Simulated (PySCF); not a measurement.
Telling isomers of C$_{7}$H$_{8}$FN apart by NMR

PySCF calculation with shielding tensors at PBE0/pcSseg-1 (GIAO) and structure optimised with GFN2-xTB; fast rotation and ring inversion assumed for equivalent nuclei, gas phase, single conformer, no relativistic terms.

References, each an isolated molecule treated in the same way: 1H, 13C vs TMS. Splittings of carbon signals by F and P are missing where no couplings were computed. Where no couplings were computed, multiplicities follow the n + 1 count of equivalent neighbours, and m marks all less simple cases (inequivalent or close neighbours, rings, F or P nearby). Shifts are as computed. Against solution values, carbons near 30 ppm lie about +3 ppm off and those near 130 ppm about +5 ppm. Of 1211 compounds with measured shifts, 218 miss one by over three times the rms of a fit or turn the order of signals round; such compounds aren't used in these exercises. OH and NH positions are gas-phase values without hydrogen bonding to other molecules.

(1) Tabulate the signals of `C=C(/C=C1/CC=N1)CF`, `N#C[C@@]12CCC[C@@H]1[C@H]2F`, `Cc1cc(N)cc(F)c1` and their relative energies.

(2) What is the quickest way to tell C=C(/C=C1/CC=N1)CF from N#C[C@@]12CCC[C@@H]1[C@H]2F?

(3) What is the quickest way to tell C=C(/C=C1/CC=N1)CF from Cc1cc(N)cc(F)c1?

(4) What is the quickest way to tell N#C[C@@]12CCC[C@@H]1[C@H]2F from Cc1cc(N)cc(F)c1?

## Answers

(1) 
```json
{"SMILES": "C=C(/C=C1/CC=N1)CF", "carbon types": "2×C 2×CH 3×CH2", "δC": "191.8, 155.8, 151.7, 120.4, 120.3, 88.8, 45.1", "δH": "8.91 (t, 1H), 5.97 (m, 2H), 5.84 (m, 1H), 5.71 (m, 1H), 5.57 (m, 1H), 3.58 (m, 2H)", "E rel. (kcal/mol)": "69.6"}
{"SMILES": "N#C[C@@]12CCC[C@@H]1[C@H]2F", "carbon types": "2×C 2×CH 3×CH2", "δC": "123.7, 89.5, 39.2, 39.1, 36.0, 33.4, 25.3", "δH": "3.88 (m, 1H), 2.44 (m, 1H), 2.38 (m, 1H), 2.27 (m, 1H), 2.08 (m, 1H), 1.58 (m, 1H), 1.47 (m, 1H), 1.30 (m, 1H)", "E rel. (kcal/mol)": "36.5"}
{"SMILES": "Cc1cc(N)cc(F)c1", "carbon types": "3×C 3×CH 1×CH3", "δC": "174.7, 153.6, 146.9, 112.4, 109.2, 101.0, 24.1", "δH": "6.40 (m, 1H), 6.23 (s, 1H), 6.21 (m, 1H), 3.45 (br s, 2H), 2.35 (s, 3H)", "E rel. (kcal/mol)": "0.0"}
```

Energies are electronic energies at PBE0/pcSseg-1 on these geometries, without zero-point or thermal terms, each for the one conformer computed, which needn't be the lowest.

(2) Both give the same number of carbon signals, with the same numbers of each carbon type, so the positions decide. The first has a C=N carbon (CH) at 191.8 ppm, the second a three-membered-ring carbon (CH) at 39.2 ppm. Their most deshielded carbons lie at 191.8 and 123.7 ppm. In the proton spectra the most deshielded non-exchanging signals are 8.91 (t, 1H) and 3.88 (m, 1H).

(3) Both give the same number of carbon signals, but DEPT or the intensities differ. The first has a C=N carbon (CH) at 191.8 ppm, the second a methyl carbon on an aromatic ring (CH3) at 24.1 ppm. Their most deshielded carbons lie at 191.8 and 174.7 ppm. In the proton spectra the most deshielded non-exchanging signals are 8.91 (t, 1H) and 6.40 (m, 1H).

(4) Both give the same number of carbon signals, but DEPT or the intensities differ. The first has a three-membered-ring carbon (CH) at 39.2 ppm, the second a methyl carbon on an aromatic ring (CH3) at 24.1 ppm. Their most deshielded carbons lie at 123.7 and 174.7 ppm. In the proton spectra the most deshielded non-exchanging signals are 3.88 (m, 1H) and 6.40 (m, 1H).
